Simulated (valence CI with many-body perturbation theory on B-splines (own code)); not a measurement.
Values are calculated unless marked as measured or tabulated.
## Basis-set convergence for Pb¹⁰⁺

Method: configuration interaction combined with many-body perturbation theory (CI+MBPT): four valence electrons over a frozen Dirac-Fock core [Xe] 4f14, a basis of 7 s, 7 p, 8 d, 6 f, 4 g, 1 h functions for each j, with the one-electron correlation potential Σ1 (screened to all orders), the two-electron term Σ2, the three-electron term Σ3, Breit, model QED; selected single and double excitations, second order for the rest, scaled by the run's own slope (own B-spline code, finite nucleus).

No measured levels were compared; by estimate terms of the open shell hold to 2 to 4 % of their energy, and close levels can change places. Only levels of the ground parity were solved; by the run's estimate the other parity begins above the list, which can be wrong where configurations are misplaced.

The reference run has the lowest level (5d3/2^4) J=0 and an ionisation energy of 183.097 eV. Its largest variational space holds 19999 state functions.

Levels are named by their leading jj configuration (3d3/2^4 stands for four electrons in 3d with j = 3/2), which in mixed levels can hold well under half, so a name can repeat and another be missing. Letters in brackets count levels of one name in rising energy.

Changed runs:
A. basis 6 s, 6 p, 5 d, 5 f, 1 g
B. basis 5 s, 5 p, 4 d, 4 f

Excitation energies of the reference run in cm⁻¹, and shifts in cm⁻¹:

```csv
Level,Reference,A,B
(5d3/2^3 5d5/2) J=1,17613,-175,-368
(5d3/2^3 5d5/2) J=2,28407,-193,-308
(5d3/2^3 5d5/2) J=4,33573,+22,+366
(5d3/2^3 5d5/2) J=3,34132,-128,-63
(5d3/2^2 5d5/2^2) J=0 [a],48831,-61,-60
(5d3/2^2 5d5/2^2) J=4 [a],51178,-98,+138
(5d3/2^2 5d5/2^2) J=3 [a],55041,-11,+542
(5d3/2^2 5d5/2^2) J=2 [a],55377,+84,+786
(5d3/2^2 5d5/2^2) J=5,59897,+26,+711
(5d3/2^2 5d5/2^2) J=1,62039,+31,+553
(5d3/2^2 5d5/2^2) J=6,64047,+87,+933
(5d3/2^2 5d5/2^2) J=4 [b],68803,+100,+905
Ionisation energy (eV),183.097,-0.066,-0.133
```
